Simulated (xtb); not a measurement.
Cl3Si (SMILES Cl[Si](Cl)Cl), doublet, geometry from GFN2-xTB. Base run: xtb 6.7.1 with GFN2-xTB.

xtb was given this input:
```
$ xtb mol.xyz --gfn 2 --uhf 1 --json

# file mol.xyz
4

Si     0.30534902     0.30108305     0.30322167
Cl    -0.85134863    -0.87589088     1.47732074
Cl     1.47133362    -0.85554212    -0.88186222
Cl    -0.87144888     1.48348225    -0.84517049
```

The base run was repeated with changes; each row names its change, and settings that it needs were set with it.

```
change           ΔE vs base (mEh)  dipole (D)  G_solv (kcal/mol)  SCF cycles
---------------  ----------------  ----------  -----------------  ----------
base                        0.000        0.12                  -          12
acc = 0.0001                0.000        0.12                  -          18
alpb = water                0.650        0.16               0.34          13
etemp = 10000             -32.950        0.39                  -          14
gbsa = methanol            -3.828        0.15              -2.44          11
alpb = chcl3               -5.177        0.14              -3.28          11
file = coord                0.000        0.12                  -          12
```

ALPB and GBSA are two models with their own fitted parameters for each solvent, which aren't always the measured dielectric constant.
